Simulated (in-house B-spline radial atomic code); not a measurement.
RPA and G0W0 for the thallium ion Tl²⁺, [Xe] 4f14 5d10 6s1, highest spin, as one setting changes: the share of exact exchange in the PBE hybrid start. A dash marks a level of low quasi-particle weight. Computed with an all-electron radial atomic-structure program (B-spline basis): all electrons, scalar-relativistic (spin-free one-electron X2C), finite nucleus, each spin shell either full or empty, empty states to l = 9 with an (l + 1/2)⁻⁴ tail; G0W0 by contour deformation at full frequency.

Without the two-electron picture change, the correlation of inner shells comes somewhat too large for so heavy an element.

RPA overbinds a lone outer s electron by self-correlation, and G0W0 tends to as well.

| share of exact exchange in the PBE hybrid start | mean-field level (eV) | G0W0 level (eV) | RPA correlation (Eh) |
| --- | --- | --- | --- |
| 0 | -25.749 | 6s up -30.57 | -7.1596 |
| 0.1 | -26.102 | 6s up -30.52 | -7.1088 |
| 0.2 | -26.453 | 6s up -30.46 | -7.0594 |
| 0.3 | -26.802 | 6s up -30.40 | -7.0112 |
| 0.4 | -27.150 | 6s up -30.34 | -6.9643 |
| 0.5 | ? | ? | ? |
| 0.6 | ? | ? | ? |
| 0.7 | -28.184 | 6s up -30.16 | -6.8301 |
| 0.8 | -28.525 | 6s up -30.10 | -6.7874 |
| 0.9 | -28.864 | 6s up -30.04 | -6.7456 |
| 1 | -29.201 | 6s up -29.978 | -6.7046 |

Task: What belongs in the row for 0.5?

Result: mean-field level (eV): -27.496; G0W0 level (eV): 6s up -30.28; RPA correlation (Eh): -6.9185.

Task: What belongs in the row for 0.6?

Result: mean-field level (eV): -27.841; G0W0 level (eV): 6s up -30.22; RPA correlation (Eh): -6.8738.
